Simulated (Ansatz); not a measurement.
Nudged elastic band run: C2H9AsSi

input.yaml

```yaml
crystal:
  periodic: [false, false, false]
  atoms:
    - { symbol: C, position_ang: [-1.330332, 0.409078, 1.397818] }
    - { symbol: Si, position_ang: [-0.530435, -0.902831, 0.316853] }
    - { symbol: C, position_ang: [1.135733, -0.321045, -0.349503] }
    - { symbol: As, position_ang: [1.021273, 1.372585, -1.372344] }
    - { symbol: H, position_ang: [-0.68818, 0.650746, 2.259262] }
    - { symbol: H, position_ang: [-1.501766, 1.338332, 0.832334] }
    - { symbol: H, position_ang: [-2.300794, 0.061416, 1.78403] }
    - { symbol: H, position_ang: [-1.426432, -1.227352, -0.839435] }
    - { symbol: H, position_ang: [-0.327038, -2.160762, 1.104987] }
    - { symbol: H, position_ang: [1.812357, -0.133628, 0.501007] }
    - { symbol: H, position_ang: [1.587138, -1.115453, -0.96278] }
    - { symbol: H, position_ang: [2.342084, 1.205628, -2.120008] }
    - { symbol: H, position_ang: [0.22679, 0.788386, -2.537421] }
basis:
  gaussian: { orbitals: def2-SVP }
hamiltonian:
  xc: pbe0
  dispersion: d4
neb:
  order_check: false
  images: 7
  f_tol: 0.03
  max_iterations: 60
  initial_path: linear
  final_atoms:
    - { symbol: C, position_ang: [-1.30993272, 0.40403773, 1.41522739] }
    - { symbol: Si, position_ang: [-0.4574908, -0.91653595, 0.3861268] }
    - { symbol: C, position_ang: [1.14378642, -0.26969256, -0.37183827] }
    - { symbol: As, position_ang: [0.88866301, 1.35558302, -1.4755001] }
    - { symbol: H, position_ang: [-2.23986139, 0.01630696, 1.85882652] }
    - { symbol: H, position_ang: [-0.65744751, 0.74279681, 2.23528241] }
    - { symbol: H, position_ang: [-1.56561473, 1.28224772, 0.80196127] }
    - { symbol: H, position_ang: [-1.36597286, -1.37007806, -0.71594299] }
    - { symbol: H, position_ang: [-0.14522275, -2.1078496, 1.24013998] }
    - { symbol: H, position_ang: [1.83505055, 0.00569475, 0.44232695] }
    - { symbol: H, position_ang: [1.62472765, -1.06669272, -0.95876474] }
    - { symbol: H, position_ang: [2.1867917, 1.225082, -2.26943066] }
    - { symbol: H, position_ang: [0.08292142, 0.66419992, -2.57361453] }
```

Run as:

```bash
$ ansatz run input.yaml --threads 2 --pin off --max-ram 3072MiB --backend cpu --events-out ev --progress --plain --runs-dir out
```

Output, in part (warnings, iteration lines, the closing report on the highest movable image, with atoms numbered from 0):

```
NEB end point (image 0): max|allowed force component| = 1.164e-2 eV/Å (the criterion of neb.relax_end_points is 1.000e-2)
NEB end point (image 8): max|allowed force component| = 7.342e-3 eV/Å (the criterion of neb.relax_end_points is 1.000e-2)
NEB iter   1: max|band force component| = 5.586e1 eV/Å  barrier→ = 23.4651 eV  barrier← = 23.4651 eV  Δτ_max = 0.1994 Å  (219 SCF iters)
NEB iter   2: max|band force component| = 2.131e1 eV/Å  barrier→ = 6.3300 eV  barrier← = 6.3301 eV  Δτ_max = 0.1917 Å  (185 SCF iters)
NEB iter   3: max|band force component| = 9.524e0 eV/Å  barrier→ = 2.9574 eV  barrier← = 2.9575 eV  Δτ_max = 0.1915 Å  (181 SCF iters)
NEB iter   4: max|band force component| = 3.192e0 eV/Å  barrier→ = 0.8432 eV  barrier← = 0.8433 eV  Δτ_max = 0.1965 Å  (176 SCF iters)
NEB iter   5: max|band force component| = 6.555e-1 eV/Å  barrier→ = 0.1809 eV  barrier← = 0.1809 eV  Δτ_max = 0.1298 Å  (175 SCF iters)
NEB iter   6: max|band force component| = 2.914e-1 eV/Å  barrier→ = 0.0848 eV  barrier← = 0.0849 eV  CI = image 4  Δτ_max = 0.0424 Å  (160 SCF iters)
NEB iter   7: max|band force component| = 7.218e-2 eV/Å  barrier→ = 0.0682 eV  barrier← = 0.0682 eV  CI = image 4  Δτ_max = 0.0176 Å  (157 SCF iters)
NEB iter   8: max|band force component| = 2.955e-2 eV/Å  barrier→ = 0.0680 eV  barrier← = 0.0680 eV  CI = image 4  Δτ_max = 0.0000 Å  (338 SCF iters)
Total energy: -70915.04580574 eV, -2606.0798654164 hartree
Atom 0 at    -1.262464     0.391626     1.455999 Å, force    -0.002016    -0.018765    -0.014161 eV/Å
Atom 1 at    -0.413166    -0.929002     0.404740 Å, force     0.002162    -0.002555    -0.000874 eV/Å
Atom 2 at     1.148794    -0.264545    -0.416723 Å, force     0.008265     0.018552    -0.013853 eV/Å
Atom 3 at     0.846513     1.386311    -1.471568 Å, force    -0.010359    -0.016137     0.010499 eV/Å
Atom 4 at    -1.321298     0.083027     2.509820 Å, force    -0.003671    -0.004474     0.018685 eV/Å
Atom 5 at    -0.711734     1.343439     1.414503 Å, force     0.018705     0.028304    -0.001927 eV/Å
Atom 6 at    -2.286473     0.586287     1.104940 Å, force    -0.008285    -0.001935    -0.002051 eV/Å
Atom 7 at    -1.337465    -1.418696    -0.667851 Å, force    -0.004686     0.003088    -0.000814 eV/Å
Atom 8 at    -0.041565    -2.109943     1.249053 Å, force    -0.002398    -0.002299     0.001098 eV/Å
Atom 9 at     1.884247    -0.008240     0.364209 Å, force    -0.004268    -0.001555     0.003448 eV/Å
Atom 10 at     1.594186    -1.050266    -1.045276 Å, force    -0.001878    -0.003838     0.000133 eV/Å
Atom 11 at     2.035075     1.202578    -2.411519 Å, force     0.003332     0.005983    -0.001228 eV/Å
Atom 12 at    -0.114250     0.752523    -2.475528 Å, force     0.005098    -0.004367     0.001044 eV/Å
Dipole moment:     0.073179    -0.043696     0.067118 e Å
```

The forces met the threshold. Another band between the same ends (7 images) ends at a top of the same energy, where a vibrational analysis finds 1 clearly imaginary mode.

Final band (atoms are numbered from 1 in the order of the input):

```tsv
image	path coordinate (Å)	energy (kJ/mol)	dihedral H7–C1–Si2–C3 (°)
0	0.00	0.0	-180
1	0.45	0.9	166
2	0.90	3.1	151
3	1.35	5.5	136
4	1.80	6.6	120
5	2.25	5.5	104
6	2.71	3.0	89
7	3.16	0.8	74
8	3.62	0.0	60
```

Time of the run: 2.1 min on 2 threads of Intel(R) Xeon(R) 6975P-C (Granite Rapids) (shared host), peak memory 0.33 GiB.
